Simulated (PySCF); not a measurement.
A PySCF script (with the pyscf-properties extension) for the NMR shieldings of SMILES C[C@](C#C)(CCC)N[SiH3], C$_{7}$H$_{15}$NSi, on a GFN2-xTB geometry:

```python
import basis_set_exchange as bse
import numpy as np
from pyscf import gto, dft
from pyscf.prop import nmr

atoms = """
C    -0.537718   -2.610555   -1.662926
C    -0.660422   -1.636156   -0.978941
C    -0.807269   -0.420048   -0.183648
C    -2.101202   -0.533310    0.629161
C     0.395767   -0.302501    0.781687
C     1.734140   -0.139919    0.066255
C     2.888738   -0.069692    1.058333
N    -0.890975    0.707251   -1.096348
Si   -1.365828    2.308644   -0.705427
H    -0.434657   -3.478068   -2.244197
H    -2.202277    0.321251    1.292943
H    -2.090679   -1.444873    1.222680
H    -2.954900   -0.559681   -0.043129
H     0.427537   -1.198914    1.405226
H     0.225168    0.559175    1.430767
H     1.718246    0.775856   -0.529337
H     1.884373   -0.983164   -0.613076
H     2.758130    0.770375    1.737235
H     3.834749    0.054950    0.536852
H     2.940588   -0.981143    1.649832
H    -0.255749    0.591939   -1.871216
H    -1.116961    3.053877   -1.937907
H    -0.615819    2.923604    0.404286
H    -2.784715    2.310865   -0.341548
"""
names = dict.fromkeys(["C", "N", "Si", "H"], "pcSseg-1")
basis = {el: gto.basis.parse(bse.get_basis(n, elements=[el], fmt="nwchem")) for el, n in names.items()}
mol = gto.M(atom=atoms, basis=basis, charge=0, verbose=0)
mf = dft.RKS(mol, xc="PBE0")
mf.grids.level = 2
mf.grids.alignment = dft.numint.BLKSIZE   # the property module wants whole blocks of grid points
mf.conv_tol = 1e-9
mf.kernel()

calc = nmr.RKS(mf)   # GIAO
C = mf.mo_coeff
Co = C[:, mf.mo_occ > 0]
resp = mf.gen_response(singlet=True, hermi=2)
def vind(x):   # induced exchange potential for any number of trial vectors
    d = np.einsum("pi,xij,qj->xpq", C, 2 * x.reshape(-1, C.shape[1], Co.shape[1]), Co, optimize=True)
    return np.einsum("xpq,pi,qj->xij", resp(d - d.transpose(0, 2, 1)), C, Co, optimize=True).ravel()
mo1, _ = nmr.rhf.solve_mo1(calc, with_cphf=vind)
sigma = calc.kernel(mo1)
for i, s in enumerate(sigma):   # ppm
    w = np.linalg.eigvalsh((s + s.T) / 2)
    print("%2d %-2s iso %8.1f  s11 %8.1f  s22 %8.1f  s33 %8.1f" % (i, mol.atom_pure_symbol(i), w.mean(), *w))
```

Problem. What does it print?

Solution. 
```
 0 C  iso    110.5  s11     42.4  s22     50.1  s33    239.1
 1 C  iso     91.1  s11    -16.9  s22    -10.5  s33    300.6
 2 C  iso    136.9  s11    122.7  s22    138.0  s33    149.9
 3 C  iso    154.7  s11    135.3  s22    146.8  s33    182.1
 4 C  iso    138.4  s11    115.6  s22    132.8  s33    166.8
 5 C  iso    164.9  s11    155.9  s22    167.1  s33    171.6
 6 C  iso    170.6  s11    160.2  s22    163.5  s33    188.1
 7 N  iso    228.8  s11    181.5  s22    230.1  s33    274.6
 8 Si iso    420.3  s11    379.4  s22    405.5  s33    476.1
 9 H  iso     30.0  s11     24.7  s22     25.1  s33     40.3
10 H  iso     30.2  s11     26.6  s22     28.6  s33     35.5
11 H  iso     30.1  s11     26.5  s22     28.0  s33     35.8
12 H  iso     29.9  s11     26.8  s22     26.9  s33     35.9
13 H  iso     30.4  s11     26.0  s22     31.0  s33     34.1
14 H  iso     30.1  s11     26.4  s22     31.0  s33     32.8
15 H  iso     30.2  s11     24.6  s22     31.8  s33     34.3
16 H  iso     29.9  s11     24.2  s22     31.2  s33     34.5
17 H  iso     30.8  s11     26.2  s22     29.2  s33     37.0
18 H  iso     30.4  s11     25.5  s22     27.5  s33     38.1
19 H  iso     30.8  s11     26.2  s22     29.0  s33     37.1
20 H  iso     30.9  s11     23.1  s22     29.7  s33     39.9
21 H  iso     27.3  s11     23.9  s22     25.0  s33     33.0
22 H  iso     27.0  s11     22.6  s22     26.0  s33     32.5
23 H  iso     27.1  s11     22.9  s22     25.6  s33     32.6
```

These numbers come from an equivalent density-fitted implementation of the same equations, which agrees with the script to about 0.01 ppm for H and up to a few tenths of a ppm for heavy atoms, so last digits may differ.

Problem. Turn these shieldings into chemical shifts. Referencing at the same level of theory: TMS for $^{13}$C (186.93 ppm), $^{29}$Si (349.16 ppm), $^{1}$H (31.72 ppm); $^{15}$N (267.73 ppm) against NH3.

Solution. Averaging equivalent atoms: C 1: 95.9; C 0: 76.4; C 2: 50.0; C 4: 48.5; C 3: 32.2; C 5: 22.1; C 6: 16.3; N 7: 39.0; Si 8: -71.2; H 21/22/23: 4.59; H 16: 1.77; H 9: 1.70; H 10/11/12: 1.66; H 14: 1.65; H 15: 1.50; H 13: 1.35; H 17/18/19: 1.08; H 20: 0.82 ppm. Experimental scales use liquid or dissolved standards, which lie at an offset from isolated NH3 (liquid NH3: subtract about 20 ppm).

Size and cost of the density-fitted run: 235 basis functions, 2.6 min wall time on 1 thread of an Intel Xeon, shared host; peak memory 0.99 GiB.
